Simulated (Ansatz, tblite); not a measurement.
Cost and result up the ladder for SiBr₂ (3 atoms). Total charge 0; singlet. Geometry: PBE-D4/def2-TZVP.

```xyz
3

Si   -0.5824    0.2242    0.7134
Br    1.4796    1.0543    0.2472
Br   -0.8972   -1.2785   -0.9606
```

Ansatz on 4 threads of Arm Neoverse V2 on a shared host; xTB runs through tblite on one thread. Times are rough, summed over both states, and most runs start from the orbitals of an earlier one. PBE0-D4/def2-TZVP serves as the yardstick here, not as an exact answer. The other state is a triplet.

The xTB rows come from tblite.

xTB has no spin-polarisation term.

```tsv
level	functions	vertical triplet (eV)	difference from PBE0-D4/def2-TZVP (eV)
GFN1-xTB	27	3.01	0.95
r2SCAN-D4/def2-TZVP	133	1.92	-0.13
GFN2-xTB	27	2.42	0.36
PBE0-D4/def2-TZVP	133	2.06	0.00
PBE-D4/def2-TZVP (with forces)	133	2.13	0.07
```

(1) Estimate how long each takes.

## Answers

(1) GFN1-xTB 0.005 s; GFN2-xTB 0.006 s; PBE-D4/def2-TZVP (with forces) 2.7 s; PBE0-D4/def2-TZVP 4.6 s; r2SCAN-D4/def2-TZVP 6.5 s. On shared hardware such times vary by a factor of up to 3.
